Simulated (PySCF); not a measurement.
# Structure elucidation problem

Molecular formula: C3H3F3O. Simulated spectra:

1H NMR (400 MHz, computed): δ 6.35 (ddq, J = 16.7, 8.9, 1.5 Hz, 1H), 4.91 (dqd, J = 16.7, 4.3, 3.1 Hz, 1H), 4.67 (ddq, J = 8.9, 3.1, 2.4 Hz, 1H).

13C{1H} NMR (computed): δ 152.1 (CH), 136.5 (C, q, J = 337.2 Hz), 100.1 (CH2).

Method: J couplings at B3LYP/pcJ-1 (spin–dipole term only in couplings to heteroatoms), structure optimised with PBE0-D3(BJ)/def2-SVP, shieldings: GIAO PBE/pcSseg-2, in PySCF (single conformer, relativity neglected, in vacuum, one averaged value for each set of equivalent atoms).

Referencing at the same level of theory: 1H (σref 31.18) and 13C (σref 179.39) against TMS.

Propose a structure and justify it.

## Answers


1. The formula gives 1 degree of unsaturation (no ring in the answer).
2. 3 carbon signals for 3 carbons: no two carbons are equivalent.
3. Carbon types of the structure: 1 × C, 1 × CH, 1 × CH2, which accounts for all hydrogens.
4. δC 152.1: alkene carbon bearing oxygen; an sp2 carbon further deshielded by the attached heteroatom.
5. δC 136.5: CF3 carbon; 4 electronegative neighbours deshield it.
6. δC 100.1: β carbon of an enol-ether or enamine type C=C; the O or N lone pair pushes π density onto this β carbon and shields it.
7. δH 6.35: hydrogen on an alkene carbon bearing oxygen; a vinylic proton, deshielded by the sp2 carbon and the C=C anisotropy.
8. δH 4.91, 4.67: hydrogen on a β carbon of an enol-ether or enamine type C=C; lone-pair donation from O or N shields it, upfield of ordinary alkene protons.
9. The protons at 4.91 and 6.35 share a coupling of 16.7 Hz (vicinal, trans across C=C).
10. The protons at 4.67 and 6.35 share a coupling of 8.9 Hz (vicinal, cis across C=C).
11. The protons at 4.91 and 4.67 share a coupling of 3.1 Hz (geminal).

These data were computed for SMILES C=COC(F)(F)F.

The shifts were computed for this structure.

C–F couplings over four or more bonds (about 3 Hz to the para carbon of a fluoroarene) are left out. Common functionals overestimate the size of one-bond C–F couplings by tens of Hz; these are unscaled. Multiplet labels drop couplings under 1 Hz and merge nearly equal ones. Unscaled 3J(H,H) at this level run about 10 % above measured values. Shifts are as computed, not scaled to solution data. Of 1211 compounds with measured shifts, 218 miss one by over three times the rms of a fit or turn the order of signals round; such compounds aren't used in these exercises.
